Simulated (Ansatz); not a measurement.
Strength of the N–Si bond: C2H9NSi2 → C2H6NSi + SiH3

Gas-phase species: C2H9NSi2 `C=C[SiH2]N[SiH3]`, singlet; C2H6NSi `C=C[SiH2][NH]`, doublet; SiH3 (silyl radical) `[SiH3]`, doublet. The bond broken is the one whose loss leaves C2H6NSi `C=C[SiH2][NH]`, relaxed to its own shape; its unpaired electron may spread away from that site.

Shapes, held fixed at every level: PBE0-D4/def2-TZVP. Flexible molecules stand in one conformer, not always the lowest. Programs: Ansatz 0.2.0. The zero-point and thermal change to 298 K, harmonic and unscaled (PBE0-D4/def2-TZVP), is -18.2 kJ/mol.

```json
{"level": "HF/def2-TZVPP", "kind": "Hartree–Fock", "ΔH(298 K) (kJ/mol)": "+335.8", "less CCSD(T)/CBS estimate": "-126.8"}
{"level": "B3LYP-D4/def2-TZVPP", "kind": "global hybrid", "ΔH(298 K) (kJ/mol)": "+434.9", "less CCSD(T)/CBS estimate": "-27.7"}
{"level": "BHLYP-D4/def2-TZVPP", "kind": "global hybrid", "ΔH(298 K) (kJ/mol)": "+436.7", "less CCSD(T)/CBS estimate": "-25.9"}
{"level": "r2SCAN0-D4/def2-TZVPP", "kind": "global hybrid", "ΔH(298 K) (kJ/mol)": "+425.8", "less CCSD(T)/CBS estimate": "-36.8"}
{"level": "B2PLYP/def2-TZVPP", "kind": "double hybrid", "ΔH(298 K) (kJ/mol)": "+440.7", "less CCSD(T)/CBS estimate": "-21.9"}
{"level": "CCSD(T)/def2-SVP", "kind": "coupled cluster or CI", "ΔH(298 K) (kJ/mol)": "+430.4", "less CCSD(T)/CBS estimate": "-32.2"}
{"level": "CCSD(T)/CBS estimate", "kind": "coupled cluster or CI", "ΔH(298 K) (kJ/mol)": "+462.6", "less CCSD(T)/CBS estimate": "0.0"}
```

The highest level, CCSD(T)/CBS estimate, gives ΔH(298 K) = +462.6 kJ/mol; the levels span +335.8 to +462.6. The column of differences is taken from that level and isn't an error. Hartree–Fock misses the correlation of the pair that is broken and comes out low. No measured value is set beside it here. Open shells run unrestricted. The CBS estimate extrapolates MP2 from def2-TZVPP and def2-QZVPP and adds CCSD(T) − MP2 in the triple-zeta set, cores frozen. CCSD(T)/CBS estimate lies outside the range of the other correlated levels here, so it shouldn't be taken on trust.
